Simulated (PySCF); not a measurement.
C5H6FNO.
Geometry (GFN2-xTB, Å), atoms numbered from 1 in this order:
```xyz
14
C5H6FNO angstrom
N     -1.1724    2.1639   -1.6869
C     -0.8258    1.3520   -0.9618
C     -0.3430    0.3169   -0.0651
C     -1.5369   -0.5148    0.4200
F     -1.1129   -1.6868    0.9822
C      0.8731   -0.4659   -0.6050
C      1.6146    0.1447    0.5870
O      0.4422    0.8495    1.0092
H     -2.0839    0.0398    1.1884
H     -2.1945   -0.7742   -0.4167
H      0.7536   -1.5452   -0.5760
H      1.2161   -0.1475   -1.5859
H      1.9431   -0.5656    1.3489
H      2.4260    0.8327    0.3396
```

Vertical excitations from PySCF (density fitting, frozen core in the response, grid level 2 and gas phase unless stated; continuum runs use non-equilibrium linear response for the excitations) on a GFN2-xTB geometry. Reference run:

| settings | S1, eV (f) | S2, eV (f) | S3, eV (f) | S4, eV (f) | S5, eV (f) | S6, eV (f) | T1, eV (Tamm–Dancoff) | mean α (au) |
| --- | --- | --- | --- | --- | --- | --- | --- | --- |
| PBE0/def2-SVPD, full TDDFT, 6 singlets | 6.55 (0.005) | 7.13 (0.002) | 7.37 (0.005) | 7.72 (0.003) | 7.87 (0.006) | 8.08 (0.014) | 6.02 | 64.0 |

Question: What do these settings give: B97-2/pcseg-1, fitting basis def2-qzvpp-jkfit, full TDDFT, 12 singlets?

Answer: 
```csv
settings,"S1, eV (f)","S2, eV (f)","S3, eV (f)","S4, eV (f)","S5, eV (f)","S6, eV (f)","T1, eV (Tamm–Dancoff)",mean α (au)
"B97-2/pcseg-1, fitting basis def2-qzvpp-jkfit, full TDDFT, 12 singlets",6.51 (0.006),7.11 (0.002),7.42 (0.006),7.87 (0.005),8.10 (0.007),8.21 (0.003),6.06,56.4
```

S1 moves by -0.04 eV; functional and basis change together, so the shift can't be laid on one. States are counted by energy in each run and needn't keep their character from row to row.

Question: Which orbital pairs make up S1 in each run, and how does it sit against the orbital gap?

Answer: 
```
                                                              settings  S1 configurations (weight)  S1 (eV)  orbital gap (eV)  S1 − gap (eV)
                                PBE0/def2-SVPD, full TDDFT, 6 singlets                    H→L 0.97     6.55              8.08          -1.53
B97-2/pcseg-1, fitting basis def2-qzvpp-jkfit, full TDDFT, 12 singlets                    H→L 0.98     6.51              7.80          -1.29
```

One conformer stands for the species.
